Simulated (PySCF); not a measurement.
Pb(Br)(SiH3) (BrH3PbSi), SMILES [SiH3][Pb][Br] (connectivity only; charge and spin as stated), neutral, multiplicity 1. Atoms are numbered in the order given.

```xyz
6

Pb     0.6106     0.4995     0.0000
Br    -0.4376    -1.9458     0.0000
Si    -1.9521     1.5647     0.0000
H     -2.7030     1.0821     1.2181
H     -2.7030     1.0821    -1.2181
H     -2.0156     3.0760     0.0000
```

Geometry: PBE-D3(BJ)/def2-SVP. The structure was generated by enumeration; whether it is a known compound was not checked. The def2 effective core potentials stand for the cores of Pb; spin–orbit coupling is left out.

Calculation: B3LYP/def2-TZVPD in PySCF.

Symmetry labels are those of the subgroup Cs that the program uses (full group Cs).

Q: List the valence orbital energies around the gap with their symmetry. (An estimate is asked for; the answer gives what the named calculation found.)

A: 
| orbital | symmetry | energy (eV) |
|---|---|---|
| HOMO−7 | A' | -14.83 |
| HOMO−6 | A' | -13.39 |
| HOMO−5 | A' | -9.38 |
| HOMO−4 | A" | -9.38 |
| HOMO−3 | A' | -8.33 |
| HOMO−2 | A' | -7.88 |
| HOMO−1 | A" | -7.86 |
| HOMO | A' | -6.34 |
| LUMO | A" | -3.56 |
| LUMO+1 | A' | -1.71 |
| LUMO+2 | A' | -0.79 |
| LUMO+3 | A' | -0.07 |
